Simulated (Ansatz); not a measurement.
This geometry of ClGeH3O2S (8 atoms, charge 0, multiplicity 1) is a first-order saddle point.

These are results of Ansatz, RKS BHLYP/def2-SVP, not measurements.

```xyz
8
Properties=species:S:1:pos:R:3
O -0.782 1.157 1.184
Ge 0.082 0.126 0.081
O 1.751 0.275 0.556
S -0.552 -1.986 0.127
Cl -0.239 0.881 -1.915
H -1.350 1.807 0.777
H 2.321 -0.408 0.209
H -1.140 -1.908 -1.076
```

Q: Which two structures does it join? (They come from a converged band through this point; their orientation in space is the band's.)

A: No bond is made or broken. The dihedral H6–O1–Ge2–Cl5 goes from 82 to -85°.

Initial state:

```xyz
8
Properties=species:S:1:pos:R:3
O -0.500 1.447 1.035
Ge 0.145 0.178 0.036
O 1.799 0.081 0.562
S -0.963 -1.723 0.242
Cl 0.066 0.734 -2.046
H -1.453 1.459 1.100
H 2.352 -0.510 0.055
H -1.354 -1.723 -1.040
```

Final state:

```xyz
8
Properties=species:S:1:pos:R:3
O -1.113 1.084 0.949
Ge -0.059 0.077 0.001
O 1.535 0.373 0.656
S -0.689 -2.024 0.109
Cl -0.090 0.685 -2.067
H -0.703 1.894 1.252
H 2.255 -0.086 0.227
H -1.045 -2.060 -1.183
```

Q: How far does it lie above each of them?

A: 0.011 eV above the first and 0.047 eV above the second. This is the barrier of this one path; another mechanism may lie lower.

Run time: 4.1 min on 2 threads of Arm Neoverse V2 (shared host), peak memory 0.28 GiB.
